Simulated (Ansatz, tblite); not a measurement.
Cost and result up the ladder for [GeCl3]- (GeCl3⁻) (4 atoms). The state is a singlet with charge -1. Geometry: PBE0-D4/def2-SVPD.

```xyz
4

Ge   -0.467   -0.608    0.400
Cl    1.631   -1.140   -0.450
Cl    0.148    1.317    1.551
Cl   -1.312    0.431   -1.502
```

Ansatz on 4 threads of Intel Xeon on a shared host; xTB runs through tblite on one thread. Times are rough, summed over both states, and most runs start from the orbitals of an earlier one. PBE0-D4/def2-TZVPD serves as the yardstick here, not as an exact answer. The other state is a triplet.

The xTB rows come from tblite.

xTB has no spin-polarisation term.

```
               level  functions  vertical triplet (eV)  difference from PBE0-D4/def2-TZVPD (eV)                    remarks
   PBE-D4/def2-TZVPD        192                   4.11                                    -0.10  HOMO above zero (triplet)
            GFN2-xTB         36                   6.01                                     1.80                          –
  PBE0-D4/def2-TZVPD        192                   4.21                                     0.00  HOMO above zero (triplet)
            GFN1-xTB         36                   5.12                                     0.91                          –
r2SCAN-D4/def2-TZVPD        192                   4.15                                    -0.06  HOMO above zero (triplet)
```

Estimate how long each takes.

GFN2-xTB 0.022 s; GFN1-xTB 0.024 s; PBE-D4/def2-TZVPD 19 s; r2SCAN-D4/def2-TZVPD 36 s; PBE0-D4/def2-TZVPD 39 s. On shared hardware such times vary by a factor of up to 3.
